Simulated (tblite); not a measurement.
Compound: C₃H₆ClO₂Si (doublet state).
SMILES with atom numbers: `[Cl:1][C:2]1[CH2:3][O:4][SiH2:5][O:6][CH2:7]1` (hydrogens: H8, H9 on C3; H10, H11 on Si5; H12, H13 on C7)

Computed with GFN2-xTB (tblite), gas phase: L-BFGS steps from a force-field or distance-geometry start until the largest atomic force falls under 0.01 eV/Å.

Step 28: E = -651.1583 eV
```
atom  x, y, z in Å  |  force x, y, z in eV/Å
Cl1    -1.6041    0.5192    1.9442   -0.035   0.010   0.014
C2     -1.1518    0.3954    0.3120    0.068  -0.027  -0.023
C3     -1.0376   -0.9682   -0.2724    0.078  -0.026   0.009
O4      0.3019   -1.4198   -0.3577   -0.049   0.044   0.007
Si5     1.6066   -0.5330    0.0693   -0.041  -0.019   0.017
O6      1.1513    1.0399    0.0848   -0.059  -0.022  -0.020
C7     -0.1897    1.4059   -0.2031    0.032  -0.021  -0.018
H8     -1.4313   -0.9580   -1.2997    0.001  -0.015   0.016
H9     -1.6050   -1.6987    0.3126   -0.007  -0.008   0.012
H10     2.5744   -0.7876   -0.9810   -0.013   0.025  -0.064
H11     2.0456   -0.8573    1.4208   -0.021   0.016   0.032
H12    -0.3534    2.3901    0.2446    0.003  -0.018   0.000
H13    -0.3112    1.4727   -1.2922    0.044   0.062   0.016
```

Step 29: E = -651.1593 eV
```
atom  x, y, z in Å  |  force x, y, z in eV/Å
Cl1    -1.6187    0.5248    1.9371   -0.038   0.005   0.014
C2     -1.1523    0.3951    0.3089    0.089  -0.030  -0.001
C3     -1.0353   -0.9704   -0.2707    0.053  -0.020   0.003
O4      0.3032   -1.4211   -0.3603   -0.053   0.032   0.018
Si5     1.6070   -0.5351    0.0680   -0.037  -0.010   0.010
O6      1.1535    1.0374    0.0793   -0.068  -0.003  -0.012
C7     -0.1877    1.4059   -0.2007    0.011   0.001  -0.032
H8     -1.4317   -0.9633   -1.2968   -0.007  -0.019   0.006
H9     -1.6013   -1.7000    0.3173   -0.003  -0.003   0.012
H10     2.5731   -0.7904   -0.9811    0.014   0.016  -0.090
H11     2.0491   -0.8551    1.4181   -0.021   0.005   0.059
H12    -0.3495    2.3883    0.2510    0.003  -0.015   0.027
H13    -0.3138    1.4843   -1.2880    0.055   0.039  -0.014
```

Step 30: E = -651.1604 eV
```
atom  x, y, z in Å  |  force x, y, z in eV/Å
Cl1    -1.6365    0.5316    1.9287   -0.034  -0.001   0.001
C2     -1.1514    0.3943    0.3057    0.079  -0.023   0.030
C3     -1.0324   -0.9733   -0.2687    0.004  -0.005   0.000
O4      0.3041   -1.4219   -0.3631   -0.026  -0.005   0.022
Si5     1.6072   -0.5376    0.0666   -0.010   0.002  -0.003
O6      1.1551    1.0343    0.0727   -0.044   0.015  -0.001
C7     -0.1854    1.4062   -0.1985   -0.017   0.023  -0.037
H8     -1.4323   -0.9699   -1.2935   -0.016  -0.020  -0.001
H9     -1.5971   -1.7015    0.3232    0.004   0.006   0.009
H10     2.5722   -0.7937   -0.9827    0.022   0.010  -0.096
H11     2.0530   -0.8525    1.4161   -0.024  -0.002   0.070
H12    -0.3448    2.3861    0.2594    0.001  -0.013   0.051
H13    -0.3162    1.4984   -1.2836    0.061   0.014  -0.045
```

**Question.** Estimate the geometry and energy of step 31. (The exact step hangs on the optimiser's Hessian estimate; all steps are aligned on step 30, rigid shifts and turns removed.)

**Answer.** E = -651.1614 eV, largest force 0.085 eV/Å
```
atom  x, y, z in Å  |  force x, y, z in eV/Å
Cl1    -1.6556    0.5385    1.9199   -0.025  -0.006  -0.019
C2     -1.1490    0.3931    0.3031    0.042  -0.009   0.051
C3     -1.0296   -0.9763   -0.2666   -0.043   0.010  -0.001
O4      0.3047   -1.4228   -0.3654    0.016  -0.047   0.023
Si5     1.6076   -0.5402    0.0649    0.027   0.012  -0.016
O6      1.1561    1.0314    0.0658   -0.001   0.025   0.008
C7     -0.1835    1.4071   -0.1968   -0.037   0.035  -0.029
H8     -1.4333   -0.9771   -1.2902   -0.022  -0.018  -0.002
H9     -1.5927   -1.7029    0.3294    0.008   0.014   0.006
H10     2.5718   -0.7971   -0.9861    0.013   0.009  -0.081
H11     2.0567   -0.8499    1.4152   -0.033  -0.005   0.060
H12    -0.3400    2.3837    0.2692   -0.004  -0.014   0.062
H13    -0.3176    1.5129   -1.2801    0.058  -0.008  -0.062
```

The energy changes by -0.0010 eV. The first-order estimate −F·Δx gives -0.0014 eV and the mean of the old and new forces, exact on a quadratic surface, -0.0010 eV. The step makes an angle of 78° with the force vector and moves no atom by more than 0.022 Å.

The cost below is that of the whole relaxation. The run took 0.96 s on an Arm Neoverse V1 with one thread, shared host with 32 logical CPUs at a one-minute load of 47.
